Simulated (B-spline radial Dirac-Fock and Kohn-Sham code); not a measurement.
# Er³⁺: input and output of one calculation

ΔSCF core binding energies without Breit or QED terms, calculated with a B-spline atomic structure program. Keys: rel is the Hamiltonian (dirac, or spin-free x2c and nr, where L3 and M5 stand for the whole 2p and 3d shells), method is hf or an exchange,correlation pair (spin-unpolarised, also for the hole states), nuc the nuclear model, radius_factor scales its radius, rmax is the box in bohr, h the logarithmic mesh step, order the B-spline order, points the quadrature points per cell, c_factor scales the speed of light, and damp, ndamp, maxit and tol steer the iteration. The run stops when the commutator error falls below 10·tol·max(1, Z/10), or the numerical noise floor, and the energy has settled to about 1e-8 Ha; the virial ratio is −V/T.

Input (task.json):

```json
{"items": [{"Z": 68, "q": 3, "cfg": [[1, 0, 2], [2, 0, 2], [2, 1, 6], [3, 0, 2], [3, 1, 6], [3, 2, 10], [4, 0, 2], [4, 1, 6], [4, 2, 10], [4, 3, 11], [5, 0, 2], [5, 1, 6]], "A": 166, "rrms": 5.2516, "do": "settings", "holes": ["K", "L3", "M5"],
  "settings": [{"rel": "dirac", "method": "hf", "nuc": "fermi", "radius_factor": 1.0, "rmax": 45.0, "h": 0.3, "order": 8, "points": 10, "c_factor": 1.0, "maxit": 77, "damp": 0.97, "ndamp": 100, "tol": 1e-08}]}]}
```

Command: `python xray2_run.py task.json out`

Ground-state iterations:

```
iter   energy (Ha)        error
   1   -13066.10436699  2.16e+00
   2   -13070.78424319  1.21e+00
   3   -13072.52036898  1.16e+00
   4   -13074.11895776  1.10e+00
   5   -13075.58984739  1.05e+00
   6   -13076.94223859  1.00e+00
   7   -13078.18473376  9.55e-01
   8   -13079.32537383  9.08e-01
   9   -13080.37167267  8.63e-01
  10   -13081.33064936  8.20e-01
  11   -13082.20885839  7.78e-01
  12   -13083.01241801  7.38e-01
  13   -13083.74703683  6.99e-01
  14   -13084.41803852  6.62e-01
  15   -13085.03038514  6.26e-01
  23   -13088.30984023  3.91e-01
  31   -13089.79212555  2.67e-01
  39   -13090.42676345  1.82e-01
  47   -13090.68794944  1.25e-01
  55   -13090.79389812  8.60e-02
  63   -13090.83763747  6.02e-02
  71   -13090.85661115  4.28e-02
  77   -13090.86379626  3.35e-02
```

The ground state had not converged after 77 iterations, with total energy -13090.86380 Ha, virial ratio 1.90627 and highest orbital energy -44.63 eV. ΔSCF binding energies: K (1s) 57782.9 eV, L3 (2p3/2) 8415.6 eV, M5 (3d5/2) 1450.5 eV (not all states converged, so these are not final).

Q: One setting is unsound. Which, and why?

A: damp is so close to 1 that the orbitals hardly move in each step. With the default settings (Dirac Hartree-Fock): The ground state converged in 11 iterations, with total energy -13090.87577 Ha, virial ratio 1.90632 and highest orbital energy -46.67 eV. ΔSCF binding energies: K (1s) 57782.3 eV, L3 (2p3/2) 8415.0 eV, M5 (3d5/2) 1449.8 eV.
